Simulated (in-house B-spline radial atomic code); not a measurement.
**As II (As+): [Ar] 3d9 4s2 4p2 5s1 (an excited or competing configuration)**

Method: non-relativistic BLYP, spin-polarised, spherical fractional occupations, point nucleus. Calculated with a radial B-spline atomic code at the basis-set limit.

Z_r = [3n² - l(l+1)]/(2<r>); Z_e = n√(-2ε); the last column is Slater's effective charge. Values are occupation-weighted means over spin.

```
shell  electrons   ε (eV)  <r> (bohr)    Z_r    Z_e  Slater
   1s          2   -11571     0.04638  32.34  29.16   32.70
   2s          2  -1477.3      0.2067  29.03  20.84   28.85
   2p          6  -1324.4      0.1788  27.96  19.73   28.85
   3s          2   -210.5      0.6043  22.34  11.80   21.75
   3p          6  -158.78      0.6143  20.35  10.25   21.75
   3d          9  -68.015      0.6474  16.22   6.71   12.20
   4s          2  -29.503       1.767  13.58   5.89    7.50
   4p          2  -19.578       2.054  11.20   4.80    7.50
   5s          1  -7.1355       4.597   8.16   3.62    2.60
```

The least bound orbital is 5s up at -7.135 eV, and it is also the most diffuse (<r> = 4.597 bohr). The part-filled 3d shell lies below the filled 4s shell in orbital energy.
